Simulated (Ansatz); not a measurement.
Geometry optimisation, Ansatz, RKS r2SCAN/def2-mTZVP.

Input file:

```yaml
crystal:
  periodic: [false, false, false]
  atoms:
    - { symbol: F, position_ang: [2.20042, -0.31241, 0.06129] }
    - { symbol: C, position_ang: [0.9186, -0.50509, -0.59257] }
    - { symbol: Al, position_ang: [-0.51636, 0.49216, 0.21675] }
    - { symbol: Cl, position_ang: [-2.3433, 0.51129, -0.84364] }
    - { symbol: H, position_ang: [0.67695, -1.57299, -0.35036] }
    - { symbol: H, position_ang: [-0.9363, 1.38704, 1.50853] }
total_charge: -1
basis:
  gaussian: { orbitals: def2-mTZVP }
hamiltonian:
  xc: r2scan
relax:
  f_tol: 0.02
  max_steps: 50
output:
  orbitals: {}
```

Run as:

```bash
$ ansatz run input.yaml --threads 2 --pin off --max-ram 3072MiB --backend cpu --events-out ev --progress --plain --runs-dir out
```

Task: Where does it end, and by what steps?

Result: It converged. Limits of this set-up: an anion without diffuse functions, the dipole of an ion depends on the origin. After 9 steps the energy has fallen by 0.801 eV; H5 moved furthest, 0.67 Å.

| step | energy less start (eV) | largest force component (eV/Å) | accepted |
| --- | --- | --- | --- |
| 0 | 0.0000 | 1.070 | yes |
| 1 | -0.3479 | 1.288 | yes |
| 2 | -0.5438 | 1.708 | yes |
| 3 | -0.6976 | 0.764 | yes |
| 4 | -0.7931 | 0.280 | yes |
| 5 | -0.7918 | 0.464 | no |
| 6 | -0.7990 | 0.066 | yes |
| 7 | -0.8002 | 0.111 | yes |
| 8 | -0.8002 | 0.056 | yes |
| 9 | -0.8007 | 0.004 | yes |

```xyz
6
Properties=species:S:1:pos:R:3
F 2.115 -0.503 0.364
C 0.820 -0.574 -0.220
Al -0.588 0.516 0.257
Cl -2.518 0.240 -0.775
H 0.839 -1.368 -0.973
H -0.667 1.689 1.347
```

Whether the end is a true minimum wasn't checked by a vibrational analysis.

The run took 22 s on 2 threads of Arm Neoverse V2, with other jobs on the host, peak memory 0.17 GiB.
